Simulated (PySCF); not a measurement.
A small calculation by hand: chemical shift, span and skew from a shielding tensor

GeH5N, SMILES [GeH3][NH2]. Atoms are numbered in the order given.

```xyz
7

Ge    -0.3610    -0.0023     0.0000
N      1.4793     0.1010     0.0000
H     -0.8477     0.7176     1.2663
H     -0.8477     0.7176    -1.2663
H     -0.9217    -1.4448     0.0000
H      1.9070    -0.3116     0.8181
H      1.9070    -0.3116    -0.8181
```
Charge 0, spin multiplicity 1.

Coordinates come from a PBE0-D3(BJ)/def2-TZVP optimisation.

GIAO shieldings from HF/pcSseg-2 in PySCF, non-relativistic, no solvent. The symmetric part of the tensor of N2 has the principal values 249.4, 268.9, 316.5 ppm. The same nucleus in NH3 has σ = 262.2 ppm at this level (PySCF, at its B3LYP-D3(BJ)/def2-TZVP geometry).

Question: Work out the isotropic shielding, the ¹⁵N shift against NH3, the span and the skew.

Answer: 
σ(iso) = (σ11 + σ22 + σ33)/3 = 278.3 ppm. δ = σ(ref) − σ(iso) = 262.2 − (278.3) = -16.1 ppm.
Span Ω = σ33 − σ11 = 67.1 ppm. Skew κ = 3(σ(iso) − σ22)/Ω = 0.42. Tumbling in solution averages the tensor to δ; in a static solid the shielding alone would spread this spin-1/2 line over Ω.
